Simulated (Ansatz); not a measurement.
A nudged elastic band was laid between two geometries of BrH + FH3Si (7 atoms, charge 0, multiplicity 1).

The calculation used Ansatz, RKS B3LYP-D4/def2-SVPD.

```
movable images  : 7
climbing image  : yes
spring          : 5.0 eV/Å²
optimiser       : quadratic models (default)
start path      : through a guess of the saddle point
force threshold : 0.05 eV/Å
iteration limit : 60
end points      : relaxed
```

First end point:

```xyz
7
Properties=species:S:1:pos:R:3
Si 0.480 -0.165 -0.074
H 0.971 -0.653 1.238
H 1.567 0.454 -0.872
F -0.630 1.029 0.236
H -0.223 -1.228 -0.832
Br -3.332 0.015 2.060
H -2.306 0.665 1.294
```

Last end point:

```xyz
7
Properties=species:S:1:pos:R:3
Si -0.638 0.403 -0.361
H 0.566 -1.221 2.235
H 0.530 1.042 0.282
F -0.828 1.084 -1.837
H -0.516 -1.058 -0.553
Br -2.468 0.837 0.841
H -0.119 -0.970 2.443
```

(1) What changes between the two ends?

(2) Give the energies along the band, and the barrier.

(3) What is the geometry of the highest image?

The band took 29 iterations and about 17 core-minutes.

## Answers

(1) Bonds broken: Si1–H2, Br6–H7. Bonds formed: Si1–Br6, H2–H7. BrH + FH3Si becomes BrFH2Si + H2.

(2) It converged. The highest image is number 5 of 0 to 8, 1.69 eV above the first end and 2.20 eV above the last; the last end lies 0.52 eV below the first. Neighbouring images differ by up to 1.3 eV, so the band resolves the path poorly. A vibrational analysis at the climbing image gives one clearly imaginary mode, 953i cm⁻¹: a first-order saddle point. The orbitals stay closed-shell, which can raise the energy where a bond breaks towards radicals; this wasn't checked here.

```
image  path coordinate (Å)  energy (eV)  Si1–H2 (Å)  Br6–H7 (Å)  Si1–Br6 (Å)
    0                 0.00         0.00        1.48        1.44         4.37
    1                 0.76         0.03        1.48        1.43         4.07
    2                 1.52         0.10        1.49        1.43         4.07
    3                 2.27         0.15        1.49        1.43         3.83
    4                 3.03         0.61        1.51        1.47         3.25
    5                 3.79         1.69        1.69        1.77         2.75
    6                 4.63         0.40        2.15        2.21         2.35
    7                 5.47        -0.39        2.73        2.70         2.24
    8                 6.31        -0.52        3.29        3.37         2.23
```

(3) 
```xyz
7
Properties=species:S:1:pos:R:3:forces:R:3
Si -0.174 0.084 -0.041 0.01 0.00 0.00
H 0.100 -0.529 1.504 -0.03 0.01 0.00
H 1.256 0.479 -0.031 0.00 0.00 0.00
F -0.812 1.365 -0.834 0.00 0.00 0.00
H -0.535 -1.190 -0.681 0.00 0.00 0.00
Br -2.485 0.233 1.450 0.01 0.00 0.01
H -0.823 -0.323 1.684 0.01 0.00 -0.01
```

The run took 4.7 min on 4 threads of Arm Neoverse V2, with other jobs on the host, peak memory 0.3 GiB.
